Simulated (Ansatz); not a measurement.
Cost and result for the atomization energy of `CCC([SiH3])Cl` (14 atoms, 13 bonds).

```tsv
atom	x (Å)	y (Å)	z (Å)
C1	-0.0577	-0.4317	-2.0316
C2	-0.1214	-0.6388	-0.5289
C3	0.1433	0.6157	0.2844
Si4	0.1579	0.3331	2.1523
Cl5	-1.1154	1.8701	-0.0271
H6	-0.2373	-1.3697	-2.5609
H7	0.9241	-0.0576	-2.3345
H8	-0.8076	0.2903	-2.3590
H9	0.6286	-1.3805	-0.2267
H10	-1.0951	-1.0505	-0.2446
H11	1.0845	1.0751	-0.0305
H12	1.2162	-0.6624	2.4819
H13	-1.1634	-0.1999	2.5686
H14	0.4433	1.6068	2.8565
```

Charge 0, multiplicity 1. Geometry: relaxed with PBE0-D4/def2-TZVP. It is one conformer, not always the lowest. Program: Ansatz. All runs use 4 threads of an Arm Neoverse V2 on a shared host. Times are those of one run each, without the atoms' runs, and a repeat can differ threefold. Electronic energies, without spin–orbit coupling; frozen cores. CCSD(T)/CBS adds CCSD(T) − MP2 in def2-TZVPP to the MP2 limit, and its time is that of the two runs behind it. T1 = 0.010. HSE06 is the plane-wave form, built on full-range PBE exchange.

CCSD(T)/CBS is a level of theory with its own doubt, some kJ/mol a heavy atom from the limit and from the frozen cores, so smaller differences don't rank the functionals.

| level | functions | wall time | atomization (kJ/mol) | difference from CCSD(T)/CBS | per bond |
| --- | --- | --- | --- | --- | --- |
| LDA (SPW92)/def2-TZVPP | 303 | 1.7 s | 5630.6 | 631.7 | 48.6 |
| BLYP-D4/def2-TZVPP | 303 | 2.8 s | 4951.7 | -47.2 | -3.6 |
| PBE-D4/def2-TZVPP (with forces) | 303 | 3.4 s | 5049.7 | 50.8 | 3.9 |
| BHLYP-D4/def2-TZVPP | 303 | 4.5 s | 4900.2 | -98.7 | -7.6 |
| HSE06-D4/def2-TZVPP | 303 | 4.7 s | 5010.7 | 11.8 | 0.9 |
| r2SCAN-D4/def2-TZVPP (with forces) | 303 | 7 s | 5003.4 | 4.5 | 0.3 |
| B2PLYP/def2-TZVPP | 303 | 8 s | 4934.7 | -64.2 | -4.9 |
| PBE-QIDH/def2-TZVPP | 303 | 8.5 s | 4980.6 | -18.3 | -1.4 |
| CCSD(T)/def2-SVP | 123 | 8.5 s | 4765.4 | -233.5 | -18.0 |
| ωB97M-V/def2-TZVPP (with forces) | 303 | 16 s | 5010.5 | 11.6 | 0.9 |
| MP2/def2-QZVPP | 581 | 38 s | 4985.8 | -13.1 | -1.0 |
| CCSD(T)/def2-TZVPP | 303 | 14 min | 4885.2 | -113.7 | -8.7 |
| CCSD(T)/CBS(def2) | – | 14 min | 4998.9 | 0.0 | 0.0 |

In def2-TZVPP, CCSD(T) changes the Hartree–Fock value by +1108.6 kJ/mol (the triples alone add +58.9 kJ/mol) and MP2 by +1142.4 kJ/mol; breaking electron pairs costs correlation energy, which Hartree–Fock lacks. From PBE to PBE0 (25 % exact exchange), in def2-TZVPP and without D4, the atomization energy moves by −36.7 kJ/mol: exact exchange takes away binding that semilocal exchange gives to molecules. The D4 term adds +51.0 kJ/mol with B3LYP and +26.9 kJ/mol with PBE0; it sums over pairs of atoms, weighted by their polarisabilities, and B3LYP, whose exchange is more repulsive, gets the larger term.

B3LYP here is the variant with VWN-RPA as its local correlation; programs differ in this.
